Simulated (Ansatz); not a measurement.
**CCSD(T) forces**

InH2SCl (SMILES [SH][InH][Cl]), closed shell, displaced at random from a GFN2-xTB minimum.

```tsv
atom	x (Å)	y (Å)	z (Å)
S1	-1.0454	-1.1532	1.0114
In2	0.5892	-0.1486	-0.4169
Cl3	0.2360	2.0624	-0.6199
H4	-1.7145	0.0012	1.1715
H5	1.9975	-0.8406	-1.0746
```

Program: Ansatz 0.2.0. Basis: def2-TZVPP. Cores are frozen in the correlated methods. Filled d shells of the heavier atoms are correlated. Core potentials replace the inner electrons of the atoms past krypton. The def2 sets are not built for correlating such inner shells, so the correlated values are less sure here. B3LYP uses VWN-RPA correlation.

CCSD(T) forces from the calculation:
| atom | Fx | Fy | Fz (eV/Å) |
| --- | --- | --- | --- |
| S1 | 0.099 | 0.047 | -0.165 |
| In2 | 0.193 | -1.307 | 0.427 |
| Cl3 | -0.234 | 1.349 | -0.193 |
| H4 | 0.077 | -0.045 | -0.043 |
| H5 | -0.136 | -0.043 | -0.026 |

Root-mean-square difference of the force components from those of CCSD(T): PBE0-D4 0.035; wB97M-V 0.035; r2SCAN-D4 0.034; PBE-D4 0.154; revPBE-D4 0.191; B3LYP-D4 0.115 eV/Å.

The T1 diagnostic stays at or below 0.014.

For scale, one of the runs: CCSD(T)/def2-TZVPP forces, 162 basis functions (an equivalent command: `ansatz run in.yaml --threads 4`). Hardware: 4 CPU threads, shared host. Wall time 110 s; peak host memory 2.3 GiB.
